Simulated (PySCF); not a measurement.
BiI3, triplet, at a GFN2-xTB geometry (such geometries of metal compounds can be far from the true shape) (a higher spin typed on purpose: for a closed-shell molecule this is an excited state) (core potentials on Bi, I); DF-B3LYP/def2-SVP (PySCF).

Input for PySCF:
```python
from pyscf import gto, scf, dft

mol = gto.M(
    atom='''
Bi   -0.19221900   -0.15333299   -0.01028998
I     0.91037393   -2.89185738    0.04799698
I     2.00172748    1.59677686    0.10715770
I    -2.61107920    1.53520576   -0.13904017
''',
    basis='def2-svp',
    ecp={'Bi': 'def2-svp', 'I': 'def2-svp'},
    spin=2,
    verbose=4,
)

mf = dft.UKS(mol)
mf.xc = 'b3lyp'
mf.grids.radi_method = dft.radi.mura_knowles
mf = mf.density_fit(auxbasis='def2-universal-jkfit')
mf.kernel()
mf.analyze()
```

Problem. What does PySCF print? Leave out banner, timings and long lists.

Solution. 
```
PySCF version 2.14.0

[INPUT] verbose = 4
[INPUT] num. atoms = 4
[INPUT] num. electrons = 98
[INPUT] charge = 0
[INPUT] spin (= nelec alpha-beta = 2S) = 2
[INPUT] symmetry False subgroup None
[INPUT] Mole.unit = angstrom
[INPUT] Symbol           X                Y                Z      unit          X                Y                Z       unit  Magmom
[...]
nuclear repulsion = 516.040746693229
number of shells = 40
number of NR pGTOs = 244
number of NR cGTOs = 104
basis = def2-svp
ecp = {'Bi': 'def2-svp', 'I': 'def2-svp'}

******** <class 'pyscf.df.df_jk.DFUKS'> ********
method = DFUKS
initial guess = minao
damping factor = 0
level_shift factor = 0
DIIS = <class 'pyscf.scf.diis.CDIIS'>
diis_start_cycle = 1
diis_space = 8
diis_damp = 0
SCF conv_tol = 1e-09
SCF conv_tol_grad = None
SCF max_cycles = 50
direct_scf = False
number electrons alpha = 50  beta = 48
XC library pyscf.dft.libxc version 7.1.2
    S. Lehtola, C. Steigemann, M. J. T. Oliveira, and M. A. L. Marques,  SoftwareX 7, 1–5 (2018)
XC functionals = b3lyp
    P. J. Stephens, F. J. Devlin, C. F. Chabalowski, and M. J. Frisch,  J. Phys. Chem. 98, 11623 (1994)
radial grids: Mura-Knowles [JCP 104, 9848 (1996); DOI:10.1063/1.471749] log3 quadrature radial grids
becke partition: Becke, JCP 88, 2547 (1988); DOI:10.1063/1.454033
pruning grids: <function nwchem_prune>
grids dens level: 3
symmetrized grids: False
atomic radii adjust function: <function treutler_atomic_radii_adjust>
small_rho_cutoff = 0
Set gradient conv threshold to 3.16228e-05
tot grids = 77728
******** <class 'pyscf.df.df.DF'> ********
auxbasis = def2-universal-jkfit
init E= -986.230758756351

cycle= 1 E= -1104.23642261458  delta_E= -118  |g|= 3.46  |ddm|= 13.8

cycle= 2 E= -1105.46910902801  delta_E= -1.23  |g|= 2.42  |ddm|= 9.76

cycle= 3 E= -1107.59839564752  delta_E= -2.13  |g|= 0.76  |ddm|= 4.59

cycle= 4 E= -1107.77523350484  delta_E= -0.177  |g|= 0.593  |ddm|= 2.52

cycle= 5 E= -1108.09652170236  delta_E= -0.321  |g|= 0.192  |ddm|= 1.56

cycle= 6 E= -1108.13304390701  delta_E= -0.0365  |g|= 0.0624  |ddm|= 0.416

cycle= 7 E= -1108.13564839907  delta_E= -0.0026  |g|= 0.0341  |ddm|= 0.129

cycle= 8 E= -1108.13674935276  delta_E= -0.0011  |g|= 0.0153  |ddm|= 0.112

cycle= 9 E= -1108.13648268045  delta_E= 0.000267  |g|= 0.0365  |ddm|= 0.205

cycle= 10 E= -1108.13915038446  delta_E= -0.00267  |g|= 0.0129  |ddm|= 0.153

cycle= 11 E= -1108.13787155149  delta_E= 0.00128  |g|= 0.00886  |ddm|= 0.138

cycle= 12 E= -1108.13683904222  delta_E= 0.00103  |g|= 0.00402  |ddm|= 0.198

cycle= 13 E= -1108.13673616607  delta_E= 0.000103  |g|= 0.003  |ddm|=  0.1

cycle= 14 E= -1108.13675394953  delta_E= -1.78e-05  |g|= 0.00172  |ddm|= 0.0163

cycle= 15 E= -1108.13674352677  delta_E= 1.04e-05  |g|= 0.000673  |ddm|= 0.0248

cycle= 16 E= -1108.13674348564  delta_E= 4.11e-08  |g|= 0.00023  |ddm|= 0.00489

cycle= 17 E= -1108.13674352908  delta_E= -4.34e-08  |g|= 5.15e-05  |ddm|= 0.00194

cycle= 18 E= -1108.13674354572  delta_E= -1.66e-08  |g|= 0.000117  |ddm|= 0.00136

cycle= 19 E= -1108.13674357107  delta_E= -2.53e-08  |g|= 4.23e-05  |ddm|= 0.000655

cycle= 20 E= -1108.13674359016  delta_E= -1.91e-08  |g|= 3.88e-05  |ddm|= 0.000415

cycle= 21 E= -1108.1367435287  delta_E= 6.15e-08  |g|= 2.83e-05  |ddm|= 0.00156

cycle= 22 E= -1108.13674349898  delta_E= 2.97e-08  |g|= 1.17e-05  |ddm|= 0.00163

cycle= 23 E= -1108.13674349646  delta_E= 2.52e-09  |g|= 4.72e-06  |ddm|= 0.000571

cycle= 24 E= -1108.13674349651  delta_E= -4.93e-11  |g|= 3.3e-06  |ddm|= 4.26e-05

Extra cycle  E= -1108.13674349826  delta_E= -1.75e-09  |g|= 1.18e-05  |ddm|= 0.000263
converged SCF energy = -1108.13674349826  <S^2> = 2.0029287  2S+1 = 3.0019518
**** SCF Summaries ****
Total Energy =                       -1108.136743498258511
Nuclear Repulsion Energy =             516.040746693229494
One-electron Energy =                -2957.484069748279580
Two-electron Energy =                 1333.306579556791576
Two-electron Coulomb Energy =         1417.547127549159086
DFT Exchange-Correlation Energy =      -84.240547992367453
**** MO energy ****
                             alpha | beta                alpha | beta
[...]
spin_pop of  0 Bi 5s       -0.00003
spin_pop of  0 Bi 6s        0.00139
spin_pop of  0 Bi 7s       -0.00383
spin_pop of  0 Bi 8s       -0.00012
spin_pop of  0 Bi 5px       0.00002
spin_pop of  0 Bi 5py       0.00003
spin_pop of  0 Bi 5pz       0.00019
spin_pop of  0 Bi 6px       0.00121
spin_pop of  0 Bi 6py       0.00078
spin_pop of  0 Bi 6pz       0.05574
spin_pop of  0 Bi 7px       0.00138
spin_pop of  0 Bi 7py       0.00086
spin_pop of  0 Bi 7pz       0.04807
spin_pop of  0 Bi 8px       0.01250
spin_pop of  0 Bi 8py       0.00887
spin_pop of  0 Bi 8pz       0.67556
spin_pop of  0 Bi 5dxy     -0.00413
spin_pop of  0 Bi 5dyz     -0.00073
spin_pop of  0 Bi 5dz^2    -0.00088
spin_pop of  0 Bi 5dxz     -0.00126
spin_pop of  0 Bi 5dx2-y2    0.00074
spin_pop of  0 Bi 6dxy      0.00355
spin_pop of  0 Bi 6dyz      0.00374
spin_pop of  0 Bi 6dz^2     0.00063
spin_pop of  0 Bi 6dxz      0.00026
spin_pop of  0 Bi 6dx2-y2    0.00686
spin_pop of  1 I 4s       -0.00001
spin_pop of  1 I 5s        0.00017
spin_pop of  1 I 6s        0.00001
spin_pop of  1 I 7s        0.00011
spin_pop of  1 I 4px       0.00109
spin_pop of  1 I 4py       0.00013
spin_pop of  1 I 4pz       0.00005
spin_pop of  1 I 5px       0.03760
spin_pop of  1 I 5py       0.00001
spin_pop of  1 I 5pz      -0.00000
spin_pop of  1 I 6px       0.02825
spin_pop of  1 I 6py       0.00238
spin_pop of  1 I 6pz      -0.00149
spin_pop of  1 I 7px       0.48441
spin_pop of  1 I 7py       0.00012
spin_pop of  1 I 7pz       0.00025
spin_pop of  1 I 4dxy     -0.00005
spin_pop of  1 I 4dyz     -0.00154
spin_pop of  1 I 4dz^2    -0.00103
spin_pop of  1 I 4dxz     -0.00024
spin_pop of  1 I 4dx2-y2    0.00002
spin_pop of  1 I 5dxy      0.00311
spin_pop of  1 I 5dyz      0.00169
spin_pop of  1 I 5dz^2     0.00156
spin_pop of  1 I 5dxz      0.00023
spin_pop of  1 I 5dx2-y2    0.00002
spin_pop of  2 I 4s       -0.00000
spin_pop of  2 I 5s       -0.00001
spin_pop of  2 I 6s        0.00011
spin_pop of  2 I 7s        0.00004
spin_pop of  2 I 4px       0.00013
spin_pop of  2 I 4py      -0.00017
spin_pop of  2 I 4pz      -0.00011
spin_pop of  2 I 5px       0.01031
spin_pop of  2 I 5py      -0.00002
spin_pop of  2 I 5pz      -0.00001
spin_pop of  2 I 6px       0.00735
spin_pop of  2 I 6py      -0.01123
spin_pop of  2 I 6pz      -0.00805
spin_pop of  2 I 7px       0.07226
spin_pop of  2 I 7py      -0.00001
spin_pop of  2 I 7pz      -0.00002
spin_pop of  2 I 4dxy      0.00046
spin_pop of  2 I 4dyz     -0.00023
spin_pop of  2 I 4dz^2     0.00083
spin_pop of  2 I 4dxz      0.00002
spin_pop of  2 I 4dx2-y2   -0.00000
spin_pop of  2 I 5dxy      0.00098
spin_pop of  2 I 5dyz      0.00035
spin_pop of  2 I 5dz^2     0.00141
spin_pop of  2 I 5dxz     -0.00003
spin_pop of  2 I 5dx2-y2    0.00017
spin_pop of  3 I 4s       -0.00001
spin_pop of  3 I 5s        0.00016
spin_pop of  3 I 6s        0.00001
spin_pop of  3 I 7s        0.00012
spin_pop of  3 I 4px       0.00109
spin_pop of  3 I 4py       0.00009
spin_pop of  3 I 4pz       0.00009
spin_pop of  3 I 5px       0.03761
spin_pop of  3 I 5py       0.00000
spin_pop of  3 I 5pz       0.00000
spin_pop of  3 I 6px       0.02824
spin_pop of  3 I 6py       0.00046
spin_pop of  3 I 6pz       0.00043
spin_pop of  3 I 7px       0.48474
spin_pop of  3 I 7py       0.00021
spin_pop of  3 I 7pz       0.00016
spin_pop of  3 I 4dxy     -0.00077
spin_pop of  3 I 4dyz     -0.00154
spin_pop of  3 I 4dz^2    -0.00032
spin_pop of  3 I 4dxz     -0.00022
spin_pop of  3 I 4dx2-y2    0.00002
spin_pop of  3 I 5dxy      0.00202
spin_pop of  3 I 5dyz      0.00169
spin_pop of  3 I 5dz^2     0.00274
spin_pop of  3 I 5dxz      0.00024
spin_pop of  3 I 5dx2-y2   -0.00001
In total            50.00000 | 48.00000
Dipole moment(X, Y, Z, Debye): -1.53204, -1.22173, -0.08199
```
